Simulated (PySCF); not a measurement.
C₄H₈Cl, SMILES CC([CH2])(Cl)C, multiplicity 2.

Geometry optimised at PBE-D3(BJ)/def2-SVP. The isomer is the one that the SMILES or the coordinates give; other isomers of the formula were not compared.

Method: TDA-B3LYP/def2-SVPD run with PySCF.

Vertical excitations. 

```tsv
state	energy (eV)	λ (nm)	f	main pairs
root 1	3.94	314	0.000	β HOMO→LUMO 98 %
root 2	4.04	307	0.005	β HOMO−1→LUMO 94 %
root 3	5.00	248	0.033	α HOMO→LUMO 79 %, β HOMO−2→LUMO 14 %
root 4	5.69	218	0.005	α HOMO→LUMO+1 88 %, β HOMO−2→LUMO 5 %
root 5	5.76	215	0.052	α HOMO→LUMO 9 %, α HOMO→LUMO+1 7 %, β HOMO−2→LUMO 58 %, β HOMO−4→LUMO 18 %
root 6	5.82	213	0.002	β HOMO−3→LUMO 74 %, β HOMO−5→LUMO 20 %
root 7	6.24	199	0.048	α HOMO−2→LUMO 7 %, β HOMO−4→LUMO 72 %, β HOMO−2→LUMO 11 %
root 8	6.28	198	0.000	α HOMO−1→LUMO 72 %, β HOMO→LUMO+1 21 %
root 9	6.44	192	0.010	α HOMO−2→LUMO 50 %, β HOMO−1→LUMO+1 38 %
root 10	6.47	191	0.000	β HOMO−5→LUMO 69 %, β HOMO−3→LUMO 24 %
```
Unrestricted roots are not spin-pure.
